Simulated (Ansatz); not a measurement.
Consider the redistribution: `B[SiH](O)OC` + `[SiH3]OCS` → `CO[SiH](O)O[SiH3]` + `BCS`.

Isolated molecules relaxed with PBE0-D4/def2-TZVP in Ansatz; ΔE leaves out vibrations. CCSD(T)/CBS is the MP2 limit (def2-TZVPP, def2-QZVPP) plus CCSD(T) − MP2 in def2-TZVPP, frozen cores. Each species was taken in one conformer, which may not be the lowest.

```json
{"species": "`B[SiH](O)OC`", "CCSD/CBS(def2) energy (Eh)": "-506.49674"}
{"species": "`[SiH3]OCS`", "CCSD/CBS(def2) energy (Eh)": "-803.67294"}
{"species": "`CO[SiH](O)O[SiH3]`", "CCSD/CBS(def2) energy (Eh)": "-846.68945"}
{"species": "`BCS`", "CCSD/CBS(def2) energy (Eh)": "-463.57988"}
```

Question: Work out ΔE.

Answer: ΔE = (-846.68945) + (-463.57988) − (-506.49674) − (-803.67294) = -0.09965 Eh = -62.5 kcal/mol. CCSD(T)/CBS gives -61.8 kcal/mol.

Largest T1 diagnostic among the species: 0.012.

The D4 term adds −0.7 kcal/mol with B3LYP and −0.4 kcal/mol with PBE0; it sums over pairs of atoms, weighted by their polarisabilities, and B3LYP, whose exchange is more repulsive, gets the larger term. In def2-TZVPP, CCSD(T) changes the Hartree–Fock value by +3.4 kcal/mol (the triples alone add +0.7 kcal/mol) and MP2 by +0.8 kcal/mol.

B3LYP here is the variant with VWN-RPA as its local correlation; programs differ in this.
